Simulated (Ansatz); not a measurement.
Si14H20⁻, a nanocrystal cut from cubic silicon. The state is a doublet with charge -1. Geometry PBE-D4/def2-SVP, that of the neutral singlet; atoms count from 1.

```tsv
atom	x (Å)	y (Å)	z (Å)
Si1	-0.196	3.321	1.193
Si2	0.166	-3.330	1.163
Si3	1.899	0.096	1.203
Si4	-1.932	-0.113	1.152
Si5	-2.016	2.123	-1.978
Si6	0.083	-1.100	-1.961
Si7	1.826	2.329	-1.930
Si8	-1.826	-2.332	1.928
Si9	-0.087	1.101	1.963
Si10	-0.164	3.330	-1.163
Si11	2.018	-2.122	1.978
Si12	0.199	-3.321	-1.193
Si13	1.929	0.113	-1.150
Si14	-1.903	-0.094	-1.200
H15	0.979	4.103	1.726
H16	-1.464	3.972	1.690
H17	0.237	-4.755	1.661
H18	3.079	0.889	1.715
H19	-3.205	0.544	1.634
H20	-3.297	2.766	-1.502
H21	-2.013	2.135	-3.487
H22	0.102	-1.071	-3.472
H23	3.019	3.105	-1.426
H24	1.856	2.340	-3.439
H25	-1.861	-2.347	3.437
H26	-3.016	-3.107	1.418
H27	-0.106	1.074	3.474
H28	-0.235	4.755	-1.661
H29	2.019	-2.138	3.487
H30	3.298	-2.761	1.496
H31	1.470	-3.965	-1.690
H32	-0.973	-4.108	-1.726
H33	3.201	-0.549	-1.629
H34	-3.084	-0.885	-1.713
```

Single mean-field runs in def2-TZVP are fitted with def2-universal-jkfit. The highest occupied level of the charge -1 doublet lies above zero (up to 0.72 eV). Energy differences disagree on whether the electron is bound (positive means bound): 0.40 eV (vertical, against the charge 0 singlet, at PBE0-D4/def2-TZVP), but -0.16 eV at LC-ωPBE (ω = 0.30 bohr⁻¹)/def2-SVP.

Question: Estimate the Mulliken populations of the heavy atoms from the PBE0/def2-TZVP orbitals of Ansatz.

Answer: 
```
atom  charge (e)  spin (α − β)
 Si1       -0.01          0.00
 Si2       -0.01          0.09
 Si3        0.02          0.06
 Si4        0.02          0.06
 Si5       -0.01          0.00
 Si6        0.02          0.06
 Si7       -0.01          0.00
 Si8       -0.01          0.00
 Si9        0.02          0.06
Si10       -0.01          0.09
Si11       -0.01          0.00
Si12       -0.01          0.00
Si13        0.02          0.06
Si14        0.02          0.06
```
Mulliken values depend strongly on the basis.

Question: Where does the spin sit?

Answer: Summed by element: Si 0.54, H 0.46, of 1 unpaired in all. Largest on single atoms: Si10 0.09, Si2 0.09, Si9 0.06.

Question: And the Mayer bond orders between heavy atoms (over 0.3)?

Answer: Si1–Si9 0.94 (2.35 Å); Si1–Si10 0.96 (2.36 Å); Si2–Si8 0.96 (2.36 Å); Si2–Si11 0.96 (2.36 Å); Si2–Si12 0.96 (2.36 Å); Si3–Si9 0.96 (2.35 Å); Si3–Si11 0.94 (2.35 Å); Si3–Si13 0.96 (2.35 Å); Si4–Si8 0.94 (2.35 Å); Si4–Si9 0.96 (2.35 Å); Si4–Si14 0.96 (2.35 Å); Si5–Si10 0.96 (2.36 Å); Si5–Si14 0.94 (2.35 Å); Si6–Si12 0.94 (2.35 Å); Si6–Si13 0.96 (2.35 Å); Si6–Si14 0.96 (2.35 Å); Si7–Si10 0.96 (2.36 Å); Si7–Si13 0.94 (2.35 Å).
